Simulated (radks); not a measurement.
Problem. The thallium ion Tl10+ is in [Xe] 4f14 5d3. All-electron calculation, scalar-relativistic Kohn-Sham, PBE, spin-polarised, spherical densities, finite nucleus; Fermi nuclear charge, rms radius of each element as measured or else 0.836 A^(1/3) + 0.57 fm. Program: a radial shooting solver on a logarithmic mesh with Libxc functionals. Open shells are filled with parallel spins first. One electron is removed from 5s, 5p, 4f, 5d in turn, with full relaxation. Which removal costs least, and what does each cost?

Solution. 5d 177.55 eV; 5p 245.23 eV; 4f 302.56 eV; 5s 305.00 eV. The 5d electron leaves first.
